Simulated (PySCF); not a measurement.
An unknown shows these calculated signals:

$^{1}$H NMR (600 MHz, computed): δ 4.91 (t, 2H), 3.82 (s, 3H), 3.47 (s, 3H), 1.79 (t, 2H).

$^{13}$C{$^{1}$H} NMR (computed): δ 262.0 (C), 95.3 (C), 58.5 (CH3), 54.2 (CH3), 16.5 (CH2).

All values are calculated (PySCF 2.14): structure optimised with GFN2-xTB, PBE0/pcSseg-1 with gauge-including orbitals. No solvent model, equivalent nuclei averaged, no relativistic terms, one conformer.

Scale: $^{1}$H (σ = 31.72 ppm) and $^{13}$C (σ = 186.93 ppm) vs TMS (reference shieldings calculated alike).

Task: Which of these does the molecule contain: an aldehyde, a ketone, a CF3 group, a Si–H bond, a methoxy group, a non-aromatic C=C double bond?

Result: 
- An aldehyde: no.
- A ketone: no.
- A CF3 group: no.
- A Si–H bond: yes (δH 4.91 (t)).
- A methoxy group: yes (δC 58.5; δH 3.47 (s)).
- A non-aromatic C=C double bond: yes.

The data belong to SMILES CO[SiH2]CC(=C=O)OC, C$_{5}$H$_{10}$O$_{3}$Si; they needn't prove each group on their own.

Carbon signals by region: 1 in the far downfield region (above 160 ppm), 3 at 50–100 ppm, 1 below 50 ppm. Above 160 ppm: 262.0, central carbon of a ketene.

Shifts are as computed. Against solution values, carbons near 30 ppm lie about +3 ppm off and those near 130 ppm about +5 ppm. Of 1309 compounds with measured shifts, 239 miss one by over three times the rms of a fit or turn the order of signals round; such compounds aren't used in these exercises. Multiplicities follow the n + 1 count of equivalent neighbours, as no J values were calculated; m marks all less simple cases, F and P coupling included.
